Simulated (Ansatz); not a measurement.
`FBB[SiH3]` + `C[SiH2]BCl` → `[SiH3][SiH2]BCl` + `CBBF`  (redistribution)

Gas-phase electronic energies from Ansatz, PBE0-D4/def2-TZVP geometries. CCSD(T)/CBS is the MP2 limit (def2-TZVPP, def2-QZVPP) plus CCSD(T) − MP2 in def2-TZVPP, frozen cores. One conformer a species, not always the lowest.

```json
{"level": "HF/def2-SVP", "ΔE (kJ/mol)": "-23.5"}
{"level": "CCSD/def2-TZVPP", "ΔE (kJ/mol)": "-22.3"}
```

Question: What does CCSD(T)/CBS give? (An estimate is asked.)

Answer: The calculation gave: -23.6 kJ/mol. The listed levels differ from it by 0.1, 1.3 kJ/mol.

Largest T1 diagnostic among the species: 0.014.

Leaving LDA and LC-ωPBE aside and taking each functional with its dispersion term where it has one, the values, not all of them listed here, spread over 7.6 kJ/mol, from PBE-D4 to ωB97M-V. At CCSD(T), def2-SVP lies −4.7 kJ/mol from the extrapolated value and def2-TZVPP +0.2 kJ/mol.
